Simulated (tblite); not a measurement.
Record of a relaxation.

Species: C₄H₈F₃PSi.
SMILES with atom numbers: `[F:1][C:2]([F:3])([F:4])[P:5]1[CH2:6][CH:7]([SiH3:8])[CH2:9]1` (hydrogens: H10, H11 on C6; H12 on C7; H13, H14, H15 on Si8; H16, H17 on C9)

Computed with GFN2-xTB (tblite), gas phase: L-BFGS steps from a force-field or distance-geometry start until the largest atomic force falls under 0.01 eV/Å. 6 of its 138 geometries are shown.

Step 0: E = -844.5217 eV, largest atomic force 2.825 eV/Å
```
atom  x, y, z in Å  |  force x, y, z in eV/Å
F1      2.989   -0.948    1.859   -0.506   1.101  -1.754
C2      2.464   -0.076    0.890    2.027   0.689   0.433
F3      2.670    1.194    1.426   -0.167  -1.351  -0.602
F4      3.188   -0.115   -0.266   -0.138  -0.227   1.168
P5      0.657   -0.312    0.707   -1.488   0.203   0.143
C6      0.000    1.043   -0.399   -0.162   1.536   1.587
C7     -1.039    0.045   -0.878    0.782   1.232  -0.868
Si8    -2.298   -0.141    0.489   -0.924  -0.369   0.626
C9      0.060   -0.978   -0.915   -0.515  -2.753  -0.373
H10    -0.447    1.851    0.210    0.640   0.332  -0.616
H11     0.673    1.355   -1.212   -0.124   0.172   0.525
H12    -1.450    0.402   -1.826   -0.125  -0.523  -0.124
H13    -1.856   -1.156    1.460   -0.213   0.074  -0.144
H14    -2.393    1.182    1.132   -0.059  -0.175  -0.009
H15    -3.631   -0.498   -0.056    0.354   0.071   0.022
H16    -0.357   -2.010   -0.886    0.727   0.211  -0.168
H17     0.763   -0.827   -1.743   -0.110  -0.222   0.154
```

Step 27: E = -845.4579 eV, largest atomic force 0.200 eV/Å
```
atom  x, y, z in Å  |  force x, y, z in eV/Å
F1      3.195   -0.969    1.318    0.026   0.006  -0.023
C2      2.523   -0.011    0.665   -0.121  -0.018  -0.070
F3      2.984    1.171    1.101    0.011  -0.012   0.010
F4      2.871   -0.106   -0.629    0.076   0.030   0.015
P5      0.650   -0.145    0.988    0.163   0.108   0.040
C6      0.024    1.190   -0.155    0.002  -0.100   0.071
C7     -0.921    0.134   -0.755   -0.051   0.001  -0.038
Si8    -2.482   -0.171    0.315    0.040   0.030  -0.026
C9      0.053   -1.038   -0.533   -0.004   0.010   0.022
H10    -0.422    2.080    0.290    0.001  -0.105   0.031
H11     0.798    1.489   -0.872   -0.069   0.000   0.093
H12    -1.167    0.319   -1.799   -0.042  -0.016  -0.107
H13    -2.233   -1.345    1.157   -0.054   0.015  -0.003
H14    -2.717    0.976    1.192   -0.033   0.037  -0.078
H15    -3.593   -0.438   -0.603    0.021   0.051   0.052
H16    -0.394   -2.017   -0.387    0.003  -0.079   0.058
H17     0.823   -1.108   -1.302    0.032   0.043  -0.044
```

Step 55: E = -845.5256 eV, largest atomic force 0.074 eV/Å
```
atom  x, y, z in Å  |  force x, y, z in eV/Å
F1      3.392   -0.978    0.833   -0.022   0.021   0.004
C2      2.631    0.060    0.451    0.006  -0.005  -0.024
F3      3.204    1.173    0.938   -0.035  -0.035   0.004
F4      2.739    0.134   -0.887   -0.037   0.019   0.003
P5      0.862   -0.126    1.123    0.064  -0.036  -0.006
C6     -0.001    1.141    0.061   -0.010   0.020   0.017
C7     -0.850    0.043   -0.613    0.030  -0.007   0.002
Si8    -2.607   -0.133    0.131    0.033   0.018  -0.039
C9      0.098   -1.123   -0.260   -0.006  -0.029   0.002
H10    -0.548    1.896    0.620   -0.034   0.054   0.009
H11     0.681    1.641   -0.628    0.025  -0.016  -0.011
H12    -0.923    0.189   -1.694   -0.018   0.019   0.011
H13    -2.677   -1.314    0.993    0.035   0.022  -0.004
H14    -2.898    1.072    0.908   -0.021  -0.008  -0.005
H15    -3.545   -0.267   -0.984   -0.011  -0.012   0.011
H16    -0.375   -2.051    0.056   -0.015  -0.020   0.003
H17     0.810   -1.343   -1.057    0.016  -0.006   0.024
```

Step 82: E = -845.5520 eV, largest atomic force 0.128 eV/Å
```
atom  x, y, z in Å  |  force x, y, z in eV/Å
F1      3.397   -0.991    0.210   -0.019   0.040   0.037
C2      2.611    0.097    0.196   -0.010   0.020   0.053
F3      3.321    1.115    0.710    0.055  -0.037  -0.030
F4      2.402    0.395   -1.094   -0.029  -0.010  -0.109
P5      1.051   -0.161    1.238   -0.042   0.076   0.009
C6     -0.010    1.101    0.354   -0.059   0.072  -0.007
C7     -0.720    0.024   -0.500   -0.019   0.002   0.061
Si8    -2.593   -0.088   -0.125    0.031   0.029   0.015
C9      0.096   -1.187    0.007   -0.022  -0.050   0.001
H10    -0.683    1.631    1.030    0.115  -0.011   0.054
H11     0.560    1.848   -0.205   -0.018  -0.081   0.004
H12    -0.558    0.186   -1.569    0.050   0.022   0.083
H13    -2.771   -1.122    0.898   -0.055   0.012  -0.008
H14    -3.008    1.211    0.414   -0.043  -0.040  -0.063
H15    -3.337   -0.417   -1.339    0.027  -0.020   0.007
H16    -0.491   -1.959    0.502   -0.029  -0.014  -0.010
H17     0.724   -1.671   -0.738    0.067  -0.010  -0.098
```

Step 110: E = -845.6335 eV, largest atomic force 0.059 eV/Å
```
atom  x, y, z in Å  |  force x, y, z in eV/Å
F1      3.232   -0.997   -0.310    0.001   0.015  -0.009
C2      2.543    0.127   -0.052    0.030  -0.004   0.051
F3      3.425    1.036    0.393    0.010   0.013  -0.011
F4      2.102    0.581   -1.234    0.013   0.001  -0.010
P5      1.242   -0.222    1.285   -0.008  -0.003   0.008
C6     -0.029    1.027    0.719    0.011   0.000   0.006
C7     -0.626    0.050   -0.316    0.003   0.003  -0.026
Si8    -2.526   -0.041   -0.361   -0.031   0.017  -0.013
C9      0.104   -1.213    0.186   -0.013  -0.004   0.012
H10    -0.707    1.255    1.543    0.014  -0.003  -0.027
H11     0.369    1.962    0.324   -0.007  -0.014   0.020
H12    -0.266    0.312   -1.312    0.011  -0.003  -0.009
H13    -2.997   -0.693    0.861    0.011   0.012   0.040
H14    -3.020    1.332   -0.435   -0.028   0.013  -0.001
H15    -2.928   -0.819   -1.530   -0.004  -0.023  -0.016
H16    -0.529   -1.860    0.792   -0.007  -0.022   0.026
H17     0.602   -1.825   -0.565   -0.006   0.003  -0.042
```

Step 137: E = -845.6446 eV, largest atomic force 0.009 eV/Å
```
atom  x, y, z in Å  |  force x, y, z in eV/Å
F1      3.300   -0.981   -0.249    0.005  -0.002   0.004
C2      2.560    0.110    0.007   -0.007  -0.001   0.005
F3      3.387    1.040    0.509   -0.002   0.002  -0.001
F4      2.149    0.575   -1.184    0.002  -0.001  -0.009
P5      1.204   -0.310    1.265    0.000  -0.004  -0.004
C6     -0.018    0.998    0.726    0.001   0.001   0.001
C7     -0.639    0.079   -0.348   -0.002   0.000   0.002
Si8    -2.540   -0.018   -0.330   -0.003   0.008   0.003
C9      0.088   -1.217    0.071    0.001   0.000  -0.001
H10    -0.699    1.232    1.545    0.003  -0.002   0.002
H11     0.423    1.927    0.366    0.000   0.003   0.002
H12    -0.299    0.389   -1.338    0.001  -0.003   0.001
H13    -2.953   -0.422    1.017    0.000  -0.001   0.000
H14    -3.070    1.306   -0.647    0.000  -0.002   0.000
H15    -2.955   -1.020   -1.310   -0.003  -0.003  -0.005
H16    -0.548   -1.918    0.612   -0.001   0.003   0.002
H17     0.601   -1.759   -0.723    0.005   0.001  -0.001
```

Question: Summarise the path.

Answer: The energy falls by 25.90 kcal/mol from step 0 to step 137; nine tenths of that is first reached at step 69. It rises by more than 0.2 meV at step 81. The largest force goes from 2.825 to 0.009 eV/Å. Among the bonds C2–P5 changes most, from 1.832 to 1.897 Å; the atoms move by 1.371 Å rms after alignment.

Question: Follow the three bonds and two angles with the largest change from start to end.

Answer: 
| step | E above end (kcal/mol) | largest force (eV/Å) | C2–P5 (Å) | F1–C2 (Å) | C2–F3 (Å) | C2–P5–C9 (°) | C2–P5–C6 (°) |
| --- | --- | --- | --- | --- | --- | --- | --- |
| 0 | 25.90 | 2.825 | 1.832 | 1.405 | 1.393 | 116.9 | 108.2 |
| 6 | 11.74 | 0.372 | 1.912 | 1.346 | 1.350 | 114.5 | 104.8 |
| 12 | 9.64 | 0.352 | 1.901 | 1.341 | 1.344 | 110.8 | 104.5 |
| 18 | 6.70 | 0.404 | 1.903 | 1.343 | 1.346 | 106.5 | 101.2 |
| 24 | 4.63 | 0.216 | 1.898 | 1.342 | 1.342 | 102.3 | 100.3 |
| 30 | 4.07 | 0.187 | 1.892 | 1.342 | 1.344 | 101.2 | 100.2 |
| 36 | 3.48 | 0.246 | 1.910 | 1.340 | 1.340 | 99.8 | 99.7 |
| 42 | 3.07 | 0.099 | 1.899 | 1.342 | 1.341 | 99.5 | 100.2 |
| 48 | 2.88 | 0.082 | 1.901 | 1.343 | 1.342 | 99.7 | 100.1 |
| 54 | 2.76 | 0.098 | 1.905 | 1.341 | 1.342 | 99.9 | 99.5 |
| 60 | 2.67 | 0.058 | 1.899 | 1.342 | 1.342 | 99.6 | 98.4 |
| 66 | 2.61 | 0.037 | 1.899 | 1.341 | 1.342 | 99.2 | 97.7 |
| 71 | 2.56 | 0.044 | 1.896 | 1.341 | 1.343 | 99.0 | 97.1 |
| 77 | 2.44 | 0.151 | 1.899 | 1.343 | 1.342 | 97.7 | 96.9 |
| 83 | 2.07 | 0.137 | 1.895 | 1.344 | 1.344 | 97.5 | 96.4 |
| 89 | 0.96 | 0.174 | 1.901 | 1.338 | 1.343 | 98.1 | 97.7 |
| 95 | 0.52 | 0.088 | 1.900 | 1.343 | 1.344 | 98.0 | 97.6 |
| 101 | 0.38 | 0.079 | 1.897 | 1.344 | 1.343 | 97.1 | 97.8 |
| 107 | 0.30 | 0.058 | 1.897 | 1.342 | 1.342 | 96.3 | 97.6 |
| 113 | 0.23 | 0.050 | 1.896 | 1.343 | 1.342 | 95.7 | 97.6 |
| 119 | 0.14 | 0.068 | 1.898 | 1.345 | 1.341 | 95.4 | 97.3 |
| 125 | 0.07 | 0.049 | 1.896 | 1.344 | 1.342 | 95.7 | 97.1 |
| 131 | 0.01 | 0.037 | 1.895 | 1.342 | 1.342 | 96.4 | 96.7 |
| 137 | 0.00 | 0.009 | 1.897 | 1.343 | 1.342 | 96.3 | 97.0 |
